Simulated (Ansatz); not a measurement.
Z-matrix (Å, degrees):
```
O
Si 1 1.6148
Si 1 1.7010 2 125.96
O 3 1.5522 1 112.34 2 0.50
H 2 1.4843 1 114.48 3 62.16
H 2 1.4845 5 107.94 1 128.70
H 2 1.4937 5 105.93 6 113.11
H 3 1.5084 4 117.20 1 -117.49
H 3 1.5085 8 104.15 1 -105.74
```
Charge 0, spin multiplicity 2.

Method: frozen-core CCSD(T)/def2-TZVPD // CAM-B3LYP-D3(BJ)/def2-TZVPD in Ansatz (a program for electronic structure). The geometry is that of the parent before the electron was removed.

- HF energy: -730.65775 Ha
- MP2 correlation energy: -0.65305 Ha

Question: Estimate the CCSD correlation energy, the (T) correction, the total energy and the T1 diagnostic.

Answer: 
```json
{
  "CCSD correlation energy": "-0.70569 Ha",
  "(T) correction": "-0.02379 Ha",
  "CCSD(T) total energy": "-731.38723 Ha",
  "T1 diagnostic": "0.025"
}
```
